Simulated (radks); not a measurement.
Neutral hafnium inside a hard spherical wall (all orbitals vanish at R), configuration held at [Xe] 4f14 5d2 6s2 and not refilled when levels cross. All-electron calculation, scalar-relativistic Kohn-Sham, PBEsol, spin-polarised, spherical densities, point nucleus; open shells are filled with parallel spins first (spin-orbit coupling, left out, can overturn this in heavy ions). Program: a radial shooting solver on a logarithmic mesh with Libxc functionals. Eigenvalues in eV for spin up, with the zero of energy where the potential of the charges vanishes at infinity; a dash marks a level that is unbound or too diffuse for the functional's potential to be trusted. A positive occupied level is held by the wall or, in an anion where self-interaction has pushed it up, behind a barrier. The pressure on the wall is -dE/dV.

| R (bohr) | E (hartree) | kinetic (hartree) | e(5p) | e(4f) | e(6s) | e(5d) | e(6p, empty) | e(7s, empty) | pressure (GPa) |
|---|---|---|---|---|---|---|---|---|---|
| free | -15073.6820 | 16517.027 | -35.849 | -16.776 | -5.464 | -3.129 | -1.534 | - | 0 |
| 12 | -15073.6819 | 16517.029 | -35.837 | -16.764 | -5.456 | -3.119 | -1.494 | 0.789 | 0.00177 |
| 10 | -15073.6811 | 16517.036 | -35.776 | -16.702 | -5.412 | -3.065 | -1.367 | 1.838 | 0.0231 |
| 8 | -15073.6739 | 16517.090 | -35.444 | -16.362 | -5.157 | -2.778 | -0.830 | 4.624 | 0.320 |
| 4 | -15072.9704 | 16519.966 | -27.944 | -8.189 | 5.694 | 5.050 | 15.743 | 52.590 | 130 |
| 3 | -15070.8510 | 16527.833 | -18.567 | 2.792 | 29.881 | 17.624 | 47.949 | 127.30 | 1150 |
| 2.5 | -15067.0833 | 16541.567 | -6.588 | 16.235 | 65.542 | 34.248 | 91.396 | 218.77 | 4540 |
| 1.5 | -15011.4666 | 16719.575 | 118.84 | 117.37 | 416.63 | 194.08 | 476.87 | 937.91 | 180000 |
